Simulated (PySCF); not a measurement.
Species: C3H12Ge2Si.
Geometry (PBE0-D3(BJ)/def2-SVP, Å), atoms numbered from 1 in this order:
```xyz
18
C3H12Ge2Si angstrom
Ge     2.8549   -0.5191    0.0527
Ge     1.2541    1.1379    0.8048
Si    -0.5380    1.4269   -0.7482
C     -1.7596    0.0134   -0.6631
C     -2.1570   -0.6094    0.6538
C     -1.3397   -1.3947   -0.3170
H      3.3567   -0.1569   -1.3582
H      2.2060   -1.9157   -0.0126
H      4.0663   -0.5947    1.0015
H      0.7365    0.7349    2.2028
H      2.0048    2.4765    0.9673
H      0.0672    1.5233   -2.1154
H     -1.2243    2.7280   -0.4654
H     -2.5675    0.0875   -1.4011
H     -1.6731   -0.2521    1.5684
H     -3.2074   -0.8813    0.7873
H     -1.8210   -2.2132   -0.8590
H     -0.2895   -1.5869   -0.0759
```

Computed, not measured: TDDFT CAM-B3LYP/def2-SVPD, vertical, gas phase, core orbitals frozen in the response (PySCF). The CAM-B3LYP/def2-SVPD calculation is non-relativistic and has no spin–orbit coupling, an omission that weighs most on germanium.

Frontier orbitals with the atoms that hold most of them (Löwdin shares over 4%, at most four atoms; ? is withheld):

```csv
orbital,ε (eV),atoms
HOMO-3,-9.91,"C4 28%, C6 22%, C5 11%, Si3 8%"
HOMO-2,-9.79,"C5 28%, C4 22%, C6 18%, Si3 13%"
HOMO-1,-9.58,"Ge2 29%, Si3 14%, Ge1 13%, H11 9%"
HOMO,?,?
LUMO,0.67,?
LUMO+1,0.87,"Ge2 25%, Ge1 24%, H10 9%, Si3 8%"
LUMO+2,1.09,"Si3 23%, Ge2 17%, Ge1 9%, H11 8%"
```

(1) Give the leading atoms of the HOMO.

(2) Give the leading atoms of the LUMO.

(3) What is the HOMO energy, and the HOMO–LUMO gap?

Answers

(1) Ge2 (bonded to Ge, Si and 2 H) 32%; Ge1 (bonded to Ge and 3 H) 22%; Si3 (bonded to C, Ge and 2 H) 20%; H9 (bonded to Ge) 6%. By element: germanium 53%, silicon 20%, hydrogen 6% or more.

(2) Ge1 (bonded to Ge and 3 H) 30%; Ge2 (bonded to Ge, Si and 2 H) 16%; Si3 (bonded to C, Ge and 2 H) 11%; H9 (bonded to Ge) 10%. By element: germanium 46%, silicon 11%, hydrogen 10% or more.

(3) ε(HOMO) = -8.87 eV; the gap is 9.55 eV (0.3509 hartree).

Problem. The HOMO–LUMO gap is 9.55 eV. Where does the response calculation put the lowest singlet, and from which orbitals?

Solution. S1 is at 6.80 eV (f = 0.168), 2.75 eV below the gap, made of HOMO→LUMO+2 (40%), HOMO→LUMO (36%), HOMO→LUMO+3 (9%). Its leading pair isn't HOMO and LUMO; the energies of that pair differ by 9.96 eV. Without the coupling terms of the response equations the lowest excitation would equal the gap.

Next come S2 at 6.92 eV (f 0.189), HOMO→LUMO (40%), HOMO→LUMO+1 (19%), HOMO→LUMO+2 (17%); S3 at 6.96 eV (f 0.142), HOMO→LUMO+1 (72%), HOMO→LUMO+2 (12%), HOMO→LUMO (10%); S4 at 7.29 eV (f 0.022), HOMO→LUMO+3 (47%), HOMO→LUMO+2 (10%), HOMO→LUMO+4 (9%); S5 at 7.46 eV (f 0.147), HOMO-1→LUMO (56%), HOMO→LUMO+5 (20%).

Löwdin shares depend on the basis, the more so with diffuse functions.

One conformer stands for the species.

Without π bonds the low states are Rydberg-like; a valence basis with one diffuse set may place them up to an eV too high.
